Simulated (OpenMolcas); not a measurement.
## Ni VII: effect of the basis set

| Quantity | Value |
| --- | --- |
| Program | OpenMolcas 26.06 |
| Method | MS-RASPT2, IPEA 0.25 Eh, imaginary shift 0.1 Eh (closed shells correlated: 3s) |
| Active space | 10 electrons in 8 orbitals (RAS1 3p, at most 2 holes; RAS2 3d) |
| State averaging | 2S+1 = 5 even, 5 roots; 2S+1 = 3 even, 45 roots; 2S+1 = 1 even, 44 roots |
| Spin-orbit coupling | state interaction with AMFI integrals over the reference wave functions, term energies averaged over their components |

A. ANO-RCC-VTZP [6s5p3d2f1g], DKH2, point nucleus; CASPT2 step of the order of 80 core-seconds
B. ANO-R2 [6s5p4d2f1g], X2C, finite nucleus; CASPT2 step of the order of 80 core-seconds
C. ANO-RCC-VQZP [7s6p4d3f2g1h], DKH2, point nucleus; CASPT2 step of the order of 2.1 core-minutes

Energies in cm-1 above 3d4 5D0, the measured ground level; measured values from Corliss and Sugar, J. Phys. Chem. Ref. Data 10, 197 (1981).

| Level | A | B | C | Measured |
| --- | --- | --- | --- | --- |
| 3d4 5D0 | 0.0 | 0.0 | 0.0 | 0.0 |
| 3d4 5D1 | 299 | 290 | 288 | 279 |
| 3d4 5D2 | 864 | 838 | 833 | 804 |
| 3d4 5D3 | 1652 | 1604 | 1594 | 1520 |
| 3d4 5D4 | 2620 | 2550 | 2530 | 2392 |
| 3d4 3P0(1) | 30840 | 31250 | 30820 | 30077 |
| 3d4 3H4 | 32260 | 32550 | 32080 | 31672 |
| 3d4 3P1(1) | 32610 | 32970 | 32530 | 31836 |
| 3d4 3H5 | 32940 | 33210 | 32730 | 32286 |
| 3d4 3H6 | 33640 | 33890 | 33410 | 32877 |
| 3d4 3F2(1) | 35180 | 35480 | 35020 | 34247 |
| 3d4 3F3(1) | 35270 | 35570 | 35120 | 34317 |
| 3d4 3P2(1) | 35440 | 35730 | 35280 | 34555 |
| 3d4 3F4(1) | 35580 | 35870 | 35410 | 34576 |
| 3d4 3G3 | 39220 | 39500 | 39030 | 38160 |
| 3d4 3G4 | 39900 | 40180 | 39700 | 38746 |
| 3d4 3G5 | 40460 | 40720 | 40240 | 39247 |
| 3d4 3D3 | 48320 | 48650 | 48160 |  |
| 3d4 3D2 | 48550 | 48880 | 48390 |  |
| 3d4 3D1 | 48830 | 49150 | 48660 |  |
| 3d4 1I6 | 48930 | 49320 | 48620 |  |
| 3d4 1G4(1) | 48930 | 49270 | 48650 |  |
| 3d4 1S0 | 53400 | 53810 | 53190 |  |
| 3d4 1D2 | 60750 | 61260 | 60590 |  |

Deviations, from unrounded energies. A percentage is the sum of absolute deviations over the sum of measured energies, with the sign that they share, or ± where signs differ.

| Against measurement | Levels | A | B | C |
| --- | --- | --- | --- | --- |
| mean absolute deviation (cm-1) | 16 | 700 | 910 | 560 |
| fine structure of the ground term (%) | 4 | +8.8 | +5.7 | +5.1 |
| other terms of the ground configuration (%) | 12 | +2.6 | +3.5 | +2.1 |

C lies closest to measurement on these levels and B furthest from it. The largest miss of C in the table is 3d4 3G5, by +990 cm-1. The ranking rests on the paired levels alone, and a cruder setting can come out closer through cancelling errors.

The two smallest mean deviations differ by little beside CASPT2's spread within terms, so their order carries little weight.

Among A to C the level of the table that moves most is 3d4 1I6, by 710 cm-1 (lowest in C, highest in B). Moves below CASPT2's spread within the term are not significant.

Term energies are means over components that CASPT2 splits; among the terms shown or strongly mixed into the levels shown the widest spread is 1300 cm-1 (3d4 1I, C). Active for correlation alone: 3p; no level in the range computed is led by a configuration that opens it, so any true level of that kind is missing. The CASPT2 spread within a term exceeds the gap to the next term for 3d4 1G(1) and 3d4 3D, 3d4 3D and 3d4 1I, so the order of their levels is uncertain. Measured partners are found by configuration, term and J. A level has none where our copy of the source lacks it or the pairing is in doubt (some pairs that miss far off the trend of their configuration count as doubtful), and it then counts in no deviation. Only configurations of the active space appear. The table leaves out levels that lie high or whose names do not pair safely across all columns.

A number in round brackets counts repeated terms of one configuration in the order of the reference energies.
